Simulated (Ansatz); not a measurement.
`[OH][Ga]([Cl])[Br]` + H–F → `[OH][Ga]([F])[Cl]` + HBr at 298.15 K and 1 bar (ligand exchange at a Ga–Br bond).

Gas-phase electronic energies from Ansatz, PBE0-D4/def2-TZVP geometries. CCSD(T)/CBS is the MP2 limit (def2-TZVPP, def2-QZVPP) plus CCSD(T) − MP2 in def2-TZVPP, frozen cores. This one scheme is used for every species. For Br, Ga outer-core shells are correlated without core-valence functions, which leaves a few kJ/mol of doubt a bond. Scalar relativity is left out up to krypton. Each species was taken in one conformer, which may not be the lowest.

```csv
species,CCSD(T)/CBS energy (Eh),H − E (kJ/mol),S (J/(mol·K))
`[OH][Ga]([Cl])[Br]`,-5032.95761,60.2,346.6
H–F,-100.39570,33.5,173.6
`[OH][Ga]([F])[Cl]`,-2559.41427,62.0,324.1
HBr,-2573.91920,24.6,198.6
```

H − E and S are ideal-gas, rigid-rotor, harmonic terms from PBE0-D4/def2-TZVP, for one conformer and one mirror image of each species. 1 Eh = 2625.50 kJ/mol, R = 8.31446 J/(mol·K).

Q: By hand: ΔE, ΔH, ΔS and ΔG.

A: ΔE = (-2559.41427) + (-2573.91920) − (-5032.95761) − (-100.39570) = 0.01984 Eh = 52.1 kJ/mol. Δ(H − E) = 62.0 + 24.6 − 60.2 − 33.5 = -7.1, so ΔH = 45.0 kJ/mol. ΔS = 324.1 + 198.6 − 346.6 − 173.6 = 2.5 J/(mol·K). ΔG = 45.0 − 298.15 × (2.5)/1000 = 44.3 kJ/mol.

Q: By hand: the equilibrium constant, and the temperature at which ΔG would vanish if ΔH and ΔS stayed fixed.

A: log₁₀ K = −ΔG/(RT ln 10) = -7.8. ΔG = 0 at ΔH/ΔS = 18000 K, far beyond where these terms or the molecules hold.

The number of gas molecules stays the same, so ΔS is small and ΔH decides. A doubt of 5 kJ/mol in ΔE shifts log₁₀ K by 0.9 here. Other conformers and mirror images would add mixing entropy, several J/(mol·K) or more a flexible species. These are equilibria of isolated gas molecules and say nothing of rates. Largest T1 diagnostic: 0.014 (customary marks: 0.02 for closed shells, 0.045 for open ones).
